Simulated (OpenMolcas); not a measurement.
Computed levels of 4d⁶ in ions with 42 electrons, in cm-1 above ⁵D₄.

```json
{"Program": "OpenMolcas 26.06", "Method": "SS-RASPT2, IPEA 0.25 Eh, imaginary shift 0.1 Eh", "Basis": "ANO-R2", "Scalar Hamiltonian": "X2C, finite nucleus", "Spin-orbit coupling": "state interaction with AMFI integrals over the reference wave functions, term energies averaged over their components"}
```

Active space for each ion: 12 electrons in 8 orbitals (RAS1 4p, at most 2 holes; RAS2 4d); closed shells correlated by CASPT2: 4s.

```json
{"Level": "⁵D₃", "Rh3+": "1561", "Ag5+": "2590"}
{"Level": "⁵D₂", "Rh3+": "2440", "Ag5+": "3850"}
{"Level": "⁵D₁", "Rh3+": "3020", "Ag5+": "4790"}
{"Level": "⁵D₀", "Rh3+": "3300", "Ag5+": "5210"}
{"Level": "³H₆", "Rh3+": "18150", "Ag5+": "22240"}
{"Level": "³P₂(1)", "Rh3+": "18470", "Ag5+": "22310"}
{"Level": "³H₅", "Rh3+": "18480", "Ag5+": "22610"}
{"Level": "³F₃(1)", "Rh3+": "20690", "Ag5+": "25470"}
{"Level": "³F₂(1)", "Rh3+": "21530", "Ag5+": "26700"}
```

Q: Estimate ⁵D₀, ³H₆, ³P₂(1) for Pd4+ from its neighbours Rh3+ and Ag5+.

A: ⁵D₀ is fine structure, which grows about as the fourth power of a screened charge, so the fourth roots are averaged: ((3300^0.25 + 5210^0.25) / 2)^4 = 4174. The calculation gives 4260, so the estimate is off by -2.0 %.
³H₆ is another term, which grows about linearly with the charge: (18150 + 22240) / 2 = 20195. The calculation gives 20090, so the estimate is off by +0.5 %.
³P₂(1) is another term, which grows about linearly with the charge: (18470 + 22310) / 2 = 20390. The calculation gives 20270, so the estimate is off by +0.6 %.

Mixed levels, with the weight of the term that names them: Pd4+ ³F₃(1) (74 %), Ag5+ ³H₅ (74 %), Ag5+ ³F₃(1) (72 %).

CASPT2 breaks the degeneracy within a term, and the mean is taken; among the terms shown or strongly mixed into the levels shown the widest spread is 92 cm-1 (4d⁶ ³G, Rh3+). Active for correlation alone: 4p; no level in the range computed is led by a configuration that opens it, so any true level of that kind is missing. Levels of configurations outside the active space are missing.

A number in round brackets counts repeated terms of one configuration in the order of the reference energies.
